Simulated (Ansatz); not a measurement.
Geometry optimisation, RKS B3LYP-D4/def2-mTZVP (Ansatz).

The input (input.yaml):

```yaml
crystal:
  periodic: [false, false, false]
  atoms:
    - { symbol: Sn, position_ang: [0.0, 0.0, 0.0] }
    - { symbol: Cl, position_ang: [0.0, 0.0, 2.76] }
    - { symbol: H, position_ang: [1.6408, 0.0, -0.5794] }
    - { symbol: H, position_ang: [-0.8195, 1.4198, -0.5794] }
    - { symbol: H, position_ang: [-0.8195, -1.4198, -0.5794] }
    - { symbol: H, position_ang: [-1.9359, 0.0, 0.6433] }
    - { symbol: H, position_ang: [-1.6217, 0.0, 1.6527] }
basis:
  gaussian: { orbitals: def2-mTZVP }
hamiltonian:
  xc: b3lyp
  dispersion: d4
relax:
  f_tol: 0.15
  max_steps: 25
  restrain:
    - { distance: [0, 5], at: 2.94, k: 30.0 }
    - { distance: [6, 1], at: 2.57, k: 30.0 }
    - { distance: [0, 1], at: 2.41, k: 30.0 }
    - { distance: [6, 5], at: 0.66, k: 30.0 }
```

Run as:

```bash
$ ansatz run input.yaml --threads 1 --pin off --max-ram 2048MiB --backend cpu --events-out ev --progress --plain --runs-dir out
```

Problem. Where does it end, and by what steps?

Solution. The forces met the threshold. The restraints hold the end off the free minimum. After 5 steps the energy has fallen by 2.295 eV (the restraints' own energy left out); H6 moved furthest, 0.70 Å. Joined: H6–H7 (1.06 → 0.71 Å).

| step | energy less start (eV) | largest force component (eV/Å) | accepted |
| --- | --- | --- | --- |
| 0 | 0.0000 | 4.006 | yes |
| 1 | -0.9869 | 2.457 | yes |
| 2 | -1.3943 | 3.817 | yes |
| 3 | -1.9264 | 2.193 | yes |
| 4 | -2.2704 | 1.615 | yes |
| 5 | -2.2953 | 1.120 | yes |

```xyz
7
Properties=species:S:1:pos:R:3
Sn 0.212 0.000 -0.061
Cl 0.301 0.000 2.338
H 1.858 0.000 -0.523
H -0.610 1.424 -0.518
H -0.610 -1.424 -0.518
H -2.537 0.000 0.997
H -2.170 0.000 1.603
```

Time of the run: 21 s on 1 thread of Arm Neoverse V1, on a shared host, peak memory 0.14 GiB.
